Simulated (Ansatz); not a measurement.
Basis-set extrapolation for C₂H₈BNO₂ (`CN(C)B(O)O`) (PBE0-D4/def2-TZVP geometry, frozen core, Ansatz 0.2.0). Multiplicity 1, RHF reference.

```csv
,def2-TZVPP,def2-QZVPP
HF,-309.528484,-309.543456
MP2 correlation,-1.137637,-1.220373
CCSD(T) correlation,-1.218504,not run
```

Energies in hartree. Use E(X) = E(∞) + A·exp(−7.88·√X) for Hartree–Fock and E(X) = E(∞) + B·X^(−2.97) for correlation, with X = 3 and 4, and add CCSD(T) minus MP2 of the smaller set to the MP2 limit.

**Question.** What is the CCSD(T) energy at the basis-set limit?

**Answer.** HF limit: -309.543456 + (-0.014972) × 0.13774 = -309.54552. MP2 limit: -1.220373 + (-0.082736) × 0.74074 = -1.28166. Higher-order term: -1.218504 − (-1.137637) = -0.08087. Total: -310.90805 hartree, 101.1 kcal/mol below CCSD(T)/def2-TZVPP.
